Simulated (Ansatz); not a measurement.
Geometry optimisation, Ansatz 0.2.0, DFT PBE, scalar-relativistic, plane waves, PAW.

Input file:

```yaml
crystal:
  lattice:
    - [6.265827, 0.0, 0.0]
    - [0.0, 6.265827, 0.0]
    - [0.0, 0.0, 6.265827]
  atoms:
    - { symbol: O, position: [0.0251872, 0.9721927, 0.440485] }
    - { symbol: H, position: [0.041285, 1.0807109, 0.3315845] }
    - { symbol: H, position: [0.0234035, 0.8395512, 0.3611268] }
    - { symbol: O, position: [0.3198862, 0.9494677, 0.1568185] }
    - { symbol: H, position: [0.3981411, 1.0731189, 0.107007] }
    - { symbol: H, position: [0.4159126, 0.8826486, 0.2578571] }
    - { symbol: O, position: [0.3510084, 0.3670396, 0.4487506] }
    - { symbol: H, position: [0.4332426, 0.3813274, 0.3186428] }
    - { symbol: H, position: [0.2091159, 0.4133863, 0.4085867] }
    - { symbol: O, position: [0.5024103, 0.0521247, 0.6281758] }
    - { symbol: H, position: [0.574894, 0.1549922, 0.7179481] }
    - { symbol: H, position: [0.6164845, -0.0366645, 0.5734197] }
    - { symbol: O, position: [0.0304511, 0.5352541, 0.9407081] }
    - { symbol: H, position: [0.1375824, 0.4490281, 1.0112959] }
    - { symbol: H, position: [-0.1030237, 0.4663893, 0.9772697] }
    - { symbol: O, position: [0.5885477, 0.520728, 0.8899909] }
    - { symbol: H, position: [0.6188547, 0.6627329, 0.8369742] }
    - { symbol: H, position: [0.5266531, 0.447878, 0.7685141] }
    - { symbol: C, position: [0.7855127, 0.6146462, 0.4134901] }
    - { symbol: O, position: [0.6709261, 0.6435036, 0.2671271] }
    - { symbol: O, position: [0.9000992, 0.5857888, 0.5598532] }
basis:
  ecutwfc: 420.0
kpoints:
  mp_grid: { grid: [1, 1, 1] }
hamiltonian:
  xc: pbe
scf:
  occupations: { method: fermi_dirac, width: 0.05 }
  lower_state_search: "off"
relax:
  f_tol: 0.3
  max_steps: 15
  adjacent_minimum: "off"
```

Run as:

```bash
$ ansatz run input.yaml --threads 1 --pin off --max-ram 3072MiB --backend cpu --events-out ev --progress --plain --runs-dir out
```

Q: Where does it end, and by what steps?

A: The run ended unconverged. Limits of this set-up: coarse k mesh. After 14 steps the energy has fallen by 3.333 eV; H17 moved furthest, 1.46 Å.

| step | energy less start (eV) | largest force component (eV/Å) | accepted |
| --- | --- | --- | --- |
| 0 | 0.0000 | 1.229 | yes |
| 1 | -0.6760 | 1.877 | yes |
| 2 | -1.1359 | 2.343 | yes |
| 3 | -1.6236 | 2.506 | yes |
| 4 | -1.9391 | 1.697 | yes |
| 5 | -2.1643 | 1.806 | yes |
| 6 | -2.3814 | 1.136 | yes |
| 7 | -2.5193 | 1.080 | yes |
| 8 | -2.6550 | 1.037 | yes |
| 9 | -2.7750 | 1.231 | yes |
| 10 | -2.8939 | 1.023 | yes |
| 11 | -3.0382 | 0.415 | yes |
| 12 | -3.1386 | 0.467 | yes |
| 13 | -3.2287 | 0.756 | yes |
| 14 | -3.3327 | 0.645 | yes |

```xyz
21
Lattice="6.2658 0.0000 0.0000 0.0000 6.2658 0.0000 0.0000 0.0000 6.2658" Properties=species:S:1:pos:R:3
O -0.040 6.734 2.324
H -0.005 7.325 1.522
H 0.657 6.078 2.132
O 2.594 5.839 0.457
H 3.080 6.277 -0.285
H 3.295 5.721 1.128
O 2.184 2.146 3.121
H 2.434 2.571 2.283
H 1.261 1.792 2.966
O 3.858 0.151 4.122
H 3.271 0.826 3.704
H 4.718 0.287 3.672
O 0.233 2.412 6.803
H 1.085 2.679 6.348
H -0.464 2.635 6.162
O 2.543 3.224 5.697
H 2.573 4.190 5.896
H 2.438 3.117 4.730
C 4.946 3.850 2.915
O 4.197 3.927 2.016
O 5.687 3.758 3.815
```

Time of the run: 28 s on 1 CPU thread of a shared host.
